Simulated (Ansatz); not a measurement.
System: C4H11O, net charge 1, singlet state. It need not be the lowest isomer of its formula. 
Coordinates optimised at B3LYP-D3(BJ)/def2-TZVP (Ansatz, a program for electronic structure):
```xyz
16

C     -1.7035    -0.8216    -0.4261
C     -0.5795     0.0506     0.1620
C     -0.5217     1.4277    -0.4987
C      0.6923    -0.7308    -0.0065
O      1.8607     0.0692     0.6762
H     -2.6547    -0.3086    -0.2930
H     -1.7737    -1.7921     0.0662
H     -1.5578    -0.9807    -1.4959
H     -0.7754     0.1586     1.2366
H     -0.3555     1.3346    -1.5738
H      0.2655     2.0609    -0.0874
H     -1.4681     1.9462    -0.3521
H      0.6990    -1.6991     0.4874
H      1.0461    -0.7896    -1.0326
H      2.7214    -0.3887     0.6659
H      1.6418     0.3499     1.5843
```
Charge +1, spin multiplicity 1.

Total electronic energies in hartree. Cores are frozen in the correlated levels unless marked. Spin-orbit coupling is left out. Non-relativistic. CBS(X,Y): correlation extrapolated as X^-3; Hartree-Fock from the larger set.

```csv
level,program,energy (Eh)
revPBE-D3(BJ)/def2-TZVPD,Ansatz + dftd3,-234.02246
PBE0-D3(BJ)/def2-TZVPD,Ansatz + dftd3,-233.80067
CAM-B3LYP/def2-TZVPD,Ansatz,-233.94813
LC-wPBE/def2-TZVPD,Ansatz,-233.93450
wB97M-V/def2-TZVPD,Ansatz,-233.94330
CCSD(T)/6-31G,Ansatz,-232.92580
CCSD(T)/6-31G*,Ansatz,-233.23995
CCSD(T)/cc-pVDZ,Ansatz,-233.34057
"CCSD(T)/CBS(cc-pVTZ,cc-pVQZ)",Ansatz,-233.7011
```

Totals of different functionals don't rank their quality; only differences between species are comparable.
